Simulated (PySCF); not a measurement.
silicon monosulfide (SSi), SMILES [Si]=S (connectivity only; charge and spin as stated), neutral, multiplicity 1.

Geometry optimised at PBE-D3(BJ)/def2-TZVPD.

Method: PBE-D3(BJ)/def2-TZVPD (PySCF 2.14.0).

Frequencies are harmonic and unscaled.

```tsv
mode	ν (cm⁻¹)	IR (km/mol)	Raman (Å⁴/amu)	depolarisation	moving atoms (share of kinetic energy)
1	724	41.5	61.0	0.13	Si 53 %, S 47 %
```
